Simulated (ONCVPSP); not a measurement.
# V, ONCV: configuration errors across variants

ONCVPSP 4.0.1 input, shortened (lines: element, Z, core and valence counts, functional; n l f; lmax; l rc ep ncon nbas qcut; lloc lpopt rc5 dvloc0; l nproj debl; icmod fcfact rcfact), PBE, fully relativistic:

```
  V 23.00    3    4        4      upf
    1    0    2.00
    2    0    2.00
    2    1    6.00
    3    0    2.00
    3    1    6.00
    3    2    3.00
    4    0    2.00
    2
    0    1.35    0.00    3    7    7.40
    1    1.60    0.00    4    9   10.70
    2    1.60    0.00    3    7   10.70
    4    2    0.90    4.00
    0    3    0.60
    1    1    1.80
    2    2    3.00
    2    0.30    1.20
```

Open shells are filled in proportion to 2j + 1.

All-electron excitation energies from the reference (eV): (1) 3s2 3p6 3d3 4s1 7.735; (2) 3s2 3p6 3d3 4s0 22.031; (3) 3s2 3p6 3d2 4s0 50.928; (4) 3s1 3p6 3d3 4s2 77.428.

3 further variants failed, have other tests or another functional or relativity, and are left out.

A true bound ghost makes a file unfit for plane-wave use even where its test errors are small: the radial tests pick states by their node count and pass the ghost by.

Errors AE − PS in meV (a dash: test not solved or not reliable):

| change | (1) | (2) | (3) | (4) | bound ghosts | GHOST(+) flags above zero |
| --- | --- | --- | --- | --- | --- | --- |
| base | +0.4 | +1.1 | +26 | -154 | s | s |
| s: rc 0.94 | +1.0 | +3.1 | +29 | -44 | s | none |
| d: nproj 1 | +0.4 | +1.0 | +16 | -179 | s | s |
| core correction Teter function, fcfact 4, rcfact 1.7 | +0.4 | +1.1 | +25 | -153 | s | s |
| all radii but the core radius scaled by about 1.09 (s 1.46, p 1.74, d 1.74 bohr); local potential polynomial inside 0.98 bohr (lpopt 2, dvloc0 4 Ha) | +0.5 | +1.2 | +33 | -224 | none | none |
| local potential polynomial inside 0.90 bohr (lpopt 2, dvloc0 8 Ha) | +0.4 | +1.1 | +25 | -156 | none | none |

(1) Give the same row for: core correction Teter function fitted to the true core (icmod 2), fcfact 1.24.

Answers

(1) +0.4, +1.0, +26, -156; bound ghosts: s; GHOST(+) flags above zero: s.
